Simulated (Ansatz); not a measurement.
Z-matrix (Å, degrees):
```
Si
N 1 1.743
Sb 1 2.586 2 117.6
H 1 1.486 2 107.0 3 -121.8
H 1 1.486 2 107.0 3 121.8
C 2 1.256 1 126.8 3 -0.2
H 3 1.710 1 91.3 2 -46.0
H 3 1.710 1 91.3 2 45.3
H 6 1.096 2 120.0 1 -180.0
H 6 1.101 2 124.2 1 0.0
```

The species carries charge 0 and has multiplicity 1. Sb takes the def2 core potential.

Q: List the PBE/def2-TZVPP orbital energies in eV (the Gaussian-basis code of Ansatz). (Estimate.)

A: The calculation gave: Occupied: -1779.97, -380.56, -270.53, -149.40, -137.67, -102.30, -102.26, -102.18, -94.43, -94.39, -94.38, -32.66, -32.63, -32.57, -32.54, -32.50, -22.62, -15.58, -14.46, -12.83, -11.50, -10.13, -9.48, -8.41, -7.92, -7.43, -6.69, -5.60. Lowest empty: -2.18, -1.03, -1.01, -0.45, -0.08, 0.74, 1.21, 1.36.
